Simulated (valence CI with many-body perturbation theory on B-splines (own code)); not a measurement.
## Sb45+: calculated level list

Computed by configuration interaction combined with many-body perturbation theory (CI+MBPT): four valence electrons over a frozen Dirac-Fock core [He], radial functions for each j: 11 s, 11 p, 10 d, 8 f, 5 g, 2 h, with the one-electron correlation potential Σ1 (screened to all orders), the two-electron term Σ2, the three-electron term Σ3, Breit, model QED; selected single and double excitations, second order for the rest, scaled by the run's own slope (own B-spline code, finite nucleus).

No measured spectrum was set against this ion. As an estimate, large intervals hold to a few tenths of a per cent, small ones and those within an open d or f shell to about a per cent. Among the levels kept, up to 840 cm⁻¹ of a level comes from second order outside the variational space, and about a tenth of that is noise between levels of different J, which matters for small intervals.

Levels 46 to 90 of 205, with energies above the lowest level, (2s^2 2p1/2^2) J=0. "Leading %" is the weight of the configuration and term that name the level; weights of strongly mixed levels are sums over their largest components and can fall short, so below about 35 % the name and the second component can differ from the true leading terms, or belong to a minority configuration. In the jj column 3d3/2^4 stands for four electrons in 3d with j = 3/2.

```tsv
No.	Configuration	Term	J	E (eV)	Leading %	Second component	g	Leading jj
46	2s²2p3p	³D	3	4830.2	61	22 % 2s2p²3s ³D	1.373	2s^2 2p3/2 3p3/2 (61 %)
47	2s2p²3s	³P	1	4830.4	53	14 % 2s2p²3s ⁵P	1.512	2s 2p1/2 2p3/2 3s (76 %)
48	2s²2p3p	¹P	1	4839.1	36	34 % 2s²2p3p ³S	1.427	2s^2 2p3/2 3p3/2 (74 %)
49	2s²2p3p	³P	2	4850.2	31	23 % 2s²2p3p ¹D	1.285	2s^2 2p3/2 3p3/2 (54 %)
50	2s²2p3p	³D	3	4851.4	37	31 % 2s2p²3s ³D	1.419	2s 2p1/2 2p3/2 3s (59 %)
51	2s²2p3p	³P	2	4866.4	29	24 % 2s2p²3s ³P	1.273	2s 2p1/2 2p3/2 3s (58 %)
52	2s2p²3p	⁵P°	1	4867.5	39	31 % 2s2p²3p ⁵D°	1.898	2s 2p1/2 2p3/2 3p1/2 (99 %)
53	2s²2p3p	¹S	0	4870.7	60	24 % 2s²2p3p ³P		2s^2 2p3/2 3p3/2 (84 %)
54	2s2p²3p	⁵D°	2	4875.5	47	19 % 2s2p²3p ³D°	1.374	2s 2p1/2 2p3/2 3p1/2 (97 %)
55	2s2p²3s	³D	1	4895.3	66	20 % 2s2p²3s ¹P	0.724	2s 2p1/2 2p3/2 3s (98 %)
56	2s2p²3p	³F°	3	4895.6	17	16 % 2s²2p3d ³F°	1.206	2s 2p1/2 2p3/2 3p1/2 (66 %)
57	2s²2p3d	³D°	2	4897.7	41	33 % 2s²2p3d ¹D°	1.006	2s^2 2p3/2 3d3/2 (90 %)
58	2s2p²3s	³P	1	4899.4	57	21 % 2s2p²3s ¹P	1.568	2s 2p1/2 2p3/2 3s (95 %)
59	2s2p²3s	¹D	2	4900.8	35	31 % 2s2p²3s ³D	1.203	2s 2p1/2 2p3/2 3s (96 %)
60	2s2p²3s	³P	0	4901.2	83	9 % 2s²2p3p ¹S		2s 2p1/2 2p3/2 3s (82 %)
61	2s²2p3d	³P°	1	4906.0	60	34 % 2s²2p3d ³D°	1.119	2s^2 2p3/2 3d3/2 (96 %)
62	2s²2p3d	³P°	0	4907.1	97			2s^2 2p3/2 3d3/2 (97 %)
63	2s²2p3d	³F°	3	4907.4	34	20 % 2s²2p3d ³D°	1.179	2s^2 2p3/2 3d3/2 (58 %)
64	2s²2p3d	³F°	4	4912.5	97		1.241	2s^2 2p3/2 3d5/2 (97 %)
65	2s2p²3p	³P°	2	4920.4	37	20 % 2s2p²3p ⁵S°	1.515	2s 2p1/2 2p3/2 3p1/2 (92 %)
66	2s²2p3d	³P°	2	4921.7	47	28 % 2s²2p3d ¹D°	1.284	2s^2 2p3/2 3d5/2 (88 %)
67	2s²2p3d	¹F°	3	4934.1	48	48 % 2s²2p3d ³D°	1.162	2s^2 2p3/2 3d5/2 (87 %)
68	2s²2p3d	¹P°	1	4940.5	64	21 % 2s²2p3d ³P°	1.053	2s^2 2p3/2 3d5/2 (96 %)
69	2s2p²3p	³P°	0	4945.9	43	29 % 2s2p²3p ¹S°		2s 2p1/2 2p3/2 3p1/2 (91 %)
70	2s2p²3p	³D°	1	4946.1	64	7 % 2s2p²3p ⁵P°	0.866	2s 2p1/2 2p3/2 3p1/2 (91 %)
71	2s2p²3p	³F°	2	4946.4	49	24 % 2s2p²3p ¹D°	0.898	2s 2p1/2 2p3/2 3p1/2 (98 %)
72	2s2p²3p	⁵D°	3	4948.0	50	34 % 2s2p²3p ⁵P°	1.507	2s 2p1/2 2p3/2 3p3/2 (98 %)
73	2s2p²3p	³P°	1	4954.3	26	25 % 2s2p²3p ⁵P°	1.607	2s 2p1/2 2p3/2 3p3/2 (94 %)
74	2s2p²3p	³D°	2	4963.9	48	17 % 2s2p²3p ⁵P°	1.445	2s 2p1/2 2p3/2 3p3/2 (97 %)
75	2s2p²3p	³P°	0	4974.1	89	9 % 2s2p²3p ⁵D°		2s 2p1/2 2p3/2 3p3/2 (95 %)
76	2s2p²3p	³D°	1	4974.6	32	27 % 2s2p²3p ¹P°	1.108	2s 2p1/2 2p3/2 3p1/2 (96 %)
77	2s2p²3p	³F°	4	4977.6	53	46 % 2s2p²3p ⁵D°	1.351	2s 2p1/2 2p3/2 3p3/2 (97 %)
78	2s2p²3p	³P°	2	4983.9	51	19 % 2s2p²3p ¹D°	1.391	2s 2p1/2 2p3/2 3p3/2 (96 %)
79	2s2p²3p	¹P°	1	4991.9	39	20 % 2s2p²3p ³P°	1.201	2s 2p1/2 2p3/2 3p3/2 (93 %)
80	2s2p²3p	³D°	3	4994.9	48	26 % 2s2p²3p ¹F°	1.301	2s 2p1/2 2p3/2 3p3/2 (97 %)
81	2s2p²3d	⁵F	2	5001.5	45	16 % 2s2p²3d ³P	1.185	2s 2p1/2 2p3/2 3d3/2 (98 %)
82	2s2p²3d	⁵D	1	5002.4	53	20 % 2s2p²3d ⁵F	1.216	2s 2p1/2 2p3/2 3d3/2 (98 %)
83	2s2p²3d	⁵D	0	5002.6	86	14 % 2s2p²3d ³P		2s 2p1/2 2p3/2 3d3/2 (99 %)
84	2s2p²3d	⁵F	3	5007.6	59	10 % 2s2p²3d ⁵P	1.233	2s 2p1/2 2p3/2 3d3/2 (87 %)
85	2s2p²3d	⁵F	4	5018.4	56	32 % 2s2p²3d ⁵D	1.362	2s 2p1/2 2p3/2 3d5/2 (93 %)
86	2s2p²3p	³D°	2	5025.5	34	26 % 2s2p²3p ³P°	1.323	2s 2p1/2 2p3/2 3p3/2 (89 %)
87	2s2p²3p	³F°	3	5030.2	40	38 % 2s2p²3p ³D°	1.160	2s 2p1/2 2p3/2 3p3/2 (98 %)
88	2s2p²3d	³F	4	5031.9	39	22 % 2s2p²3d ⁵D	1.236	2s 2p1/2 2p3/2 3d3/2 (80 %)
89	2s2p²3d	³F	3	5034.5	36	33 % 2s2p²3d ⁵P	1.314	2s 2p1/2 2p3/2 3d3/2 (58 %)
90	2s2p²3d	³F	2	5035.3	27	23 % 2s2p²3d ⁵D	1.266	2s 2p1/2 2p3/2 3d5/2 (96 %)
```

Where two levels of one J and parity lie close, their mixing, g and order are uncertain.
